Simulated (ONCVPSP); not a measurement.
## u(r) = r·R(r): atom against pseudo-atom (erbium)

Columns: radius, all-electron u(r) and pseudo u(r) of the 5p shell (level -29.76 eV) of erbium in the configuration [Kr] 4d10 4f11 5s2 5p6 5d1 6s2; PBE, scalar-relativistic, ONCV scheme, ONCVPSP 4.0.1.

```tsv
r (bohr)	all-electron	pseudo
0.175	0.3150	0.0475
0.350	-0.3878	0.1786
0.525	-0.3496	0.3631
0.700	0.1698	0.5607
0.875	0.6202	0.7322
1.050	0.8711	0.8492
1.225	0.9541	0.8990
1.400	0.9291	0.8851
1.575	0.8458	0.8220
1.750	0.7381	0.7288
1.925	0.6262	0.6238
2.100	0.5209	0.5207
2.275	0.4273	0.4273
2.450	0.3470	0.3470
2.625	0.2797	0.2797
2.800	0.2242	0.2242
2.975	0.1790	0.1789
3.150	0.1424	0.1423
3.325	0.1129	0.1129
3.500	0.0893	0.0893
3.675	0.0705	0.0705
3.850	0.0556	0.0556
4.025	0.0437	0.0437
4.200	0.0343	0.0343
4.375	0.0269	0.0269
4.550	0.0211	0.0210
```

Problem. How many radial nodes do the two functions have?

Solution. The all-electron 5p function has n − l − 1 = 3 (the table is too coarse to show those close to the nucleus); the pseudo-wave has 0, since the states of the same l below it are removed with the core.

Problem. At about which radius was the pseudo-wave matched?

Solution. 2.40 bohr. The columns agree to 0.0005 from 2.10 bohr on; several derivatives are matched, so the curves merge somewhat inside the radius.

Problem. Where does each function peak?

Solution. Outermost all-electron maximum near 1.23 bohr, pseudo maximum near 1.23 bohr (to the table’s step).

Problem. Is the pseudo-wave norm-conserving?

Solution. Yes: the ONCV scheme keeps the norm inside the radius equal to the all-electron one, which fixes the energy derivative of the logarithmic derivative at the level.
